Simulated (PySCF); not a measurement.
# How methods differ on the excitation energy of Ga⁺

Ga⁺ [Ar] 3d10 4s2 (1S) → Ga⁺ [Ar] 3d10 4s1 4p1 (3P), as a difference of total energies. All numbers are calculated (PySCF 2.14, scalar relativity by spin-free X2C-1e, in x2c-TZVPPall). Correlated levels: valence: [Ar] 3d10 frozen. The calculations carry no spin-orbit coupling.

```csv
method,excitation energy (eV),error (eV)
UHF,4.662,-1.324
MP2 (valence),5.310,-0.676
SCS-MP2 (valence),5.496,-0.490
CCSD (valence),5.555,-0.431
```

Reference: 5.986 eV (measured; NIST levels, between the centres of gravity of the two terms).

Errors of the correlated levels include the incompleteness of this basis and the frozen core.

The basis was made for the ground configuration and has no added diffuse functions, so the excitation energy can come out too high.

With two correlated electrons CCSD is exact in that space.
